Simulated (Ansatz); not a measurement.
`O/C(F)=[CH]\[GeH3]` + H–F → `[F][GeH3]` + `C=C(O)F`  (ligand exchange at a Ge–C bond)

Gas-phase electronic energies from Ansatz, PBE0-D4/def2-TZVP geometries. CBS: MP2 limit from def2 TZ/QZ plus the TZ coupled-cluster correction, frozen cores. This one scheme is used for every species. Functionals use def2-TZVPP. B3LYP here is the variant with VWN-RPA as its local correlation; programs differ in this. HSE06 is defined as in plane-wave codes. For Ge outer-core shells are correlated without core-valence functions, which leaves a few kJ/mol of doubt a bond. Scalar relativity is left out up to krypton. Each species was taken in one conformer, which may not be the lowest.

| level | ΔE (kJ/mol) | difference from CCSD(T)/CBS |
| --- | --- | --- |
| LDA (SPW92) | -48.4 | 2.4 |
| revPBE-D4 | -53.3 | -2.5 |
| BLYP-D4 | -66.2 | -15.4 |
| r2SCAN-D4 | -62.9 | -12.1 |
| B97M-V | -70.7 | -19.9 |
| PBE0-D4 | -53.8 | -3.0 |
| B3LYP-D4 | -65.0 | -14.2 |
| r2SCANh-D4 | -61.4 | -10.6 |
| r2SCAN0-D4 | -59.5 | -8.7 |
| HSE06-D4 | -53.6 | -2.8 |
| BHLYP-D4 | -67.3 | -16.5 |
| CAM-B3LYP-D4 | -68.8 | -18.0 |
| ωB97X-V | -64.8 | -14.0 |
| B2PLYP | -66.7 | -15.9 |
| PBE-QIDH | -54.1 | -3.3 |
| PBE | -60.7 | -9.9 |
| revPBE | -64.4 | -13.6 |
| BLYP | -77.2 | -26.4 |
| r2SCAN | -64.4 | -13.6 |
| PBE0 | -58.7 | -7.9 |
| B3LYP | -73.9 | -23.1 |
| r2SCANh | -63.1 | -12.3 |
| r2SCAN0 | -61.3 | -10.5 |
| HSE06 | -58.3 | -7.5 |
| BHLYP | -75.2 | -24.4 |
| CAM-B3LYP | -74.0 | -23.2 |
| LC-ωPBE | -63.2 | -12.4 |
| HF/def2-SVP | -82.6 | -31.8 |
| MP2/def2-SVP | -61.4 | -10.6 |
| CCSD/def2-SVP | -67.4 | -16.6 |
| CCSD(T)/def2-SVP | -64.6 | -13.8 |
| HF/def2-TZVPP | -84.7 | -33.9 |
| MP2/def2-TZVPP | -48.7 | 2.1 |
| SCS-MP2/def2-TZVPP | -58.7 | -7.9 |
| CCSD/def2-TZVPP | -56.8 | -6.0 |
| CCSD(T)/def2-TZVPP | -53.1 | -2.3 |
| HF/def2-QZVPP | -87.6 | -36.8 |
| MP2/def2-QZVPP | -48.4 | 2.4 |
| HF/CBS(def2) | -88.0 | -37.2 |
| CCSD/CBS(def2) | -54.4 | -3.6 |
| CCSD(T)/CBS | -50.8 | 0 |

Largest T1 diagnostic among the species: 0.012.

In def2-TZVPP, CCSD(T) changes the Hartree–Fock value by +31.6 kJ/mol (the triples alone add +3.6 kJ/mol) and MP2 by +36.0 kJ/mol. From r2SCAN to r2SCAN0 (25 % exact exchange), in def2-TZVPP and without D4, ΔE moves by +3.1 kJ/mol. The D4 term adds +8.8 kJ/mol with B3LYP and +4.9 kJ/mol with PBE0; it sums over pairs of atoms, weighted by their polarisabilities, and B3LYP, whose exchange is more repulsive, gets the larger term.
